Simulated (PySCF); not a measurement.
A structure optimised at B3LYP-D3(BJ)/def2-SVP, used in a PySCF frequency run:

```
C
F 1 1.3145
F 1 1.3145 2 110.09
I 1 2.1656 2 114.42 3 -130.50
```
Charge 0, spin multiplicity 2.

Problem. Write its SMILES, formula and point group.

Solution. F[C](F)I, CF2I, Cs

Problem. What are its rotational constants (standard atomic weights)?

Solution. 11.037, 2.0271, 1.7323 GHz
